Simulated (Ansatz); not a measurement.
## B2NH2OF (SMILES OB1NB1F): methods side by side

B2NH2OF has 7 atoms, charge 0, and is taken as a singlet. SMILES: `OB1NB1F`. The shape was relaxed beforehand at PBE0/def2-SVP. This is one conformer, not always the lowest.

```xyz
7

O    -1.2817    0.1744    1.3139
B    -0.3832    0.1472    0.3120
N     0.6330   -0.7687   -0.0949
B     0.5859    0.3437   -0.9550
F     1.2521    0.7247   -2.0292
H    -1.8280    0.9660    1.2877
H     1.0831   -1.6553    0.1200
```

Each level gives the dissociation energy of the F5–B4 bond into doublet F and doublet B2NH2O (shapes relaxed at PBE0/def2-SVP, no zero-point term) (eV). The values are calculated.

```csv
level,kind,program,value (eV),less CCSD(T)/def2-SVP,CPU time (all runs)
HF/def2-SVP,Hartree–Fock,Ansatz,5.41,-1.44,1.2 s
SVWN5/def2-SVP,LDA,Ansatz,8.40,+1.55,1.8 s
BLYP/def2-SVP,GGA,Ansatz,7.27,+0.42,3.4 s
r2SCAN/def2-SVP,meta-GGA,Ansatz,7.06,+0.21,7.5 s
B3LYP/def2-SVP,global hybrid,Ansatz,7.16,+0.31,4.3 s
wB97M-V/def2-SVP,range-separated hybrid,Ansatz,7.36,+0.51,18 s
RPA@PBE/def2-SVP,RPA,Ansatz,6.32,-0.53,5.4 s
CCSD(T)/def2-SVP,coupled cluster or CI,Ansatz,6.85,0.00,13 s
```

Differences are taken from CCSD(T)/def2-SVP for orientation; it has basis-set and higher-order errors of its own. The values span 5.41 to 8.40 eV. Hartree–Fock misses the correlation of the electron pair that is broken and comes out low. Measured bond enthalpies also hold zero-point and thermal terms, a few tenths of an eV less. In so small a basis fixed costs decide the times, and correlated methods can beat functionals. Times are those of the runs behind each value, whatever else they computed, on shared processors of several kinds: orders of magnitude only.
